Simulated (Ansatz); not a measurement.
Ansatz (a first-principles code) input (X2C-CCSD(T)/cc-pVTZ-DK):

Ansatz 0.2 input:
```yaml
crystal:
  periodic: [false, false, false]
  atoms:
    - {symbol: Si, position_ang: [-0.01642481, 0.48679659, 0.08438707]}
    - {symbol: C, position_ang: [-1.62115156, -0.26454387, 0.10379975]}
    - {symbol: C, position_ang: [1.41739240, -0.72990395, -0.29203635]}
    - {symbol: H, position_ang: [0.06910541, 1.57007515, -0.96480087]}
    - {symbol: H, position_ang: [0.62304192, 1.20606863, 1.29093890]}
    - {symbol: H, position_ang: [-1.86005710, -1.01133117, 0.86303845]}
    - {symbol: H, position_ang: [-2.48109413, 0.34971809, -0.16317407]}
    - {symbol: H, position_ang: [1.41762143, -1.53772657, 0.44840122]}
    - {symbol: H, position_ang: [1.28755027, -1.18774002, -1.27629584]}
    - {symbol: H, position_ang: [2.39633441, -0.23752935, -0.25010703]}
basis:
  gaussian:
    orbitals: cc-pVTZ-DK
total_charge: -1
magnetization: {spin_polarized: false}
correlation: {method: ccsd_t, electrons: outside_noble_gas}
```

End of the output:

```
integrals: 0.72 GiB planned
1066 factors; integrals over basis functions are off by at most 1.1e-3 eV
1.00 GiB of device memory are held for the factors and their scratch space
mean field: 0.70 GiB planned
mean field evaluation 1: about -10048.2400 eV, gradient 2.7e1 eV
mean field evaluation 2: about -10048.3787 eV, gradient 2.7e1 eV
mean field evaluation 4: about -10050.6508 eV, gradient 3.5e0 eV
mean field evaluation 8: about -10050.7019 eV, gradient 1.9e-1 eV
mean field evaluation 16: about -10050.7021 eV, gradient 1.5e-6 eV
mean field -10050.70212057 eV, -369.3564903203 hartree, gradient 1.5e-6 eV, S^2 0.000000; 0 other end points of the search recorded, 0 dependent functions left out
7 core orbitals not correlated
reference -10050.70212057 eV, -369.3564903203 hartree; 10, 10 occupied and 175, 175 virtual orbitals, 1066 factors
second order -13.81430152 eV of doubles, -0.00000000 eV of singles
coupled cluster: 5.07 GiB planned
cycle   1  -14.54826214 eV  change   -7.3e-1 eV  update   8.0e-2
cycle   2  -14.92556583 eV  change   -3.8e-1 eV  update   2.4e-2
cycle   3  -14.98235204 eV  change   -5.7e-2 eV  update   1.1e-2
cycle   4  -14.97938187 eV  change    3.0e-3 eV  update   3.1e-3
cycle   5  -14.97872492 eV  change    6.6e-4 eV  update   1.8e-3
cycle   6  -14.97870752 eV  change    1.7e-5 eV  update   6.9e-4
cycle   7  -14.97860108 eV  change    1.1e-4 eV  update   3.0e-4
cycle   8  -14.97864133 eV  change   -4.0e-5 eV  update   1.3e-4
cycle   9  -14.97865430 eV  change   -1.3e-5 eV  update   3.7e-5
cycle  10  -14.97863846 eV  change    1.6e-5 eV  update   1.5e-5
perturbative correction -0.59424260 eV, -0.0218380126 hartree
Total energy: -10066.27500163 eV, -369.9287831435 hartree
Relativity: scalar
```

It need not be the lowest isomer of its formula. Whether it binds its extra electron was not tested at this geometry.
